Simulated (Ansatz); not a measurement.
Two isomers of C2H6SSi: A = `C[SiH]1CS1`, B = `CC[Si]S`.

Computed with Ansatz on PBE0-D4/def2-TZVP structures; ΔE is electronic, products minus reactants. CCSD(T)/CBS is the MP2 limit (def2-TZVPP, def2-QZVPP) plus CCSD(T) − MP2 in def2-TZVPP, frozen cores. This one scheme is used for every species. DFT in def2-TZVPP. B3LYP here is the variant with VWN-RPA as its local correlation; programs differ in this. One conformer a species, not always the lowest.

Problem. Which is lower in electronic energy at CCSD(T)/CBS, and by how much? (Estimate.)

Solution. Ansatz gave: A, by 63.5 kJ/mol.

Problem. Give E(B) − E(A) in kJ/mol with ωB97M-V, r2SCAN-D4, CCSD(T)/def2-TZVPP, B2PLYP, LDA (SPW92), CCSD(T)/def2-SVP, B3LYP. (An estimate is asked.)

Solution. Ansatz gave: ωB97M-V 59.0, r2SCAN-D4 77.2, CCSD(T)/def2-TZVPP 58.4, B2PLYP 61.4, LDA (SPW92) 64.4, CCSD(T)/def2-SVP 31.9, B3LYP 53.5. None reverses the order clearly.

Problem. Does the order hold for the free energy at 298.15 K (harmonic terms from PBE0-D4)? (An estimate is asked.)

Solution. The calculation gave: Yes: G(B) − G(A) = +61.4 kJ/mol, for one conformer each. Modes under 60 cm⁻¹, often nearly free rotors, make the harmonic entropy too high.

Largest T1 diagnostic: 0.013.

From PBE to PBE0 (25 % exact exchange), in def2-TZVPP and without D4, E(B) − E(A) moves by +7.2 kJ/mol. Leaving LDA and LC-ωPBE aside and taking each functional with its dispersion term where it has one, the values, not all of them listed here, spread over 33.1 kJ/mol, from BLYP-D4 to r2SCAN0-D4. LDA lies +3.4 kJ/mol from PBE without D4.
